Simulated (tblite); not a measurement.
Compound: C3H5ClFSi (doublet state).
Z-matrix (Å and degrees, GFN2-xTB geometry), rows numbered from 1:
```
F 
C   1  1.3715
C   2  1.4658  1  119.92
Si  3  1.8454  2  146.21  1    99.02
C   3  1.4519  2   61.85  1  -106.11
Cl  5  1.7845  2  119.00  3   109.52
H   2  1.0866  1  109.21  3   147.48
H   4  1.4625  3  107.23  2  -161.86
H   4  1.4679  3  109.46  2    78.98
H   4  1.4598  3  107.03  2   -40.93
H   5  1.0832  2  119.73  3  -110.94
```

Computed geometry: GFN2-xTB, gas phase. This method treats the open shell by occupation alone, without spin polarisation.

Take the most abundant isotopes and a rigid rotor. 

(1) What are A, B and C (GHz)?

(2) What kind of rotor is it?

(3) Is it planar, by Δ = Ic − Ia − Ib?

(4) Give the coordinates in the principal-axis frame, origin at the centre of mass.

(5) Where do the levels up to J = 2 lie, in K?

(6) Estimate the classical rotational partition function at 10 K, 200 K and 298.15 K.

Results:

(1) Ia = 218.26, Ib = 301.30, Ic = 492.38 u·Å²; 505379 MHz·u·Å²/I gives 2316, 1677 and 1026 MHz, that is A = 2.3155, B = 1.6773, C = 1.0264 GHz.

(2) An asymmetric top: κ = (2 × 1677 − 2316 − 1026)/(2316 − 1026) = 0.01.

(3) Not planar: Δ = Ic − Ia − Ib = -27.18 u·Å². For a rigid frame Δ = −2 Σ m c², so Σ m c² = 13.59 u·Å² lies off the ab plane: 7.44 from hydrogen and 6.15 from heavier atoms. The atom farthest from that plane is 1.53 Å away.

(4) The sense of each axis is arbitrary; atoms in the order of the calculation.
```
atom  mass (u)   a (Å)   b (Å)   c (Å)
  F1    18.998  -0.028   2.474  -0.030
  C2    12.000  -0.154   1.182   0.413
  C3    12.000   0.679   0.125  -0.166
 Si4    27.977   2.190  -0.917   0.029
  C5    12.000  -0.724   0.171  -0.537
 Cl6    34.969  -1.848  -1.065   0.088
  H7     1.008  -0.416   1.191   1.468
  H8     1.008   2.513  -1.463  -1.289
  H9     1.008   1.912  -2.010   0.968
 H10     1.008   3.244  -0.049   0.547
 H11     1.008  -1.034   0.480  -1.528
```

(5) Above 0(0,0), as E/k:
J = 1: 1(0,1) 0.130, 1(1,1) 0.160, 1(1,0) 0.192
J = 2: 2(0,2) 0.375, 2(1,2) 0.389, 2(1,1) 0.482, 2(2,1) 0.574, 2(2,0) 0.589

(6) Point group C1, symmetry number σ = 1; q = (√π/σ)·√((kT/h)³/(ABC)), k/h = 20836.6 MHz/K: 2670 at 10 K, 239000 at 200 K, 435000 at 298.15 K.

For this open shell read J as N, the rotation without spin; fine and hyperfine splittings come on top. Its GFN2-xTB frequencies are all real (lowest 19 cm⁻¹). No vibrational averaging or centrifugal distortion is included, and the geometry carries the error of its method.

Time: 0.23 s wall. Hardware: AMD EPYC 9R45, one thread, no GPU, on a shared host. That covers the optimisation of the geometry.
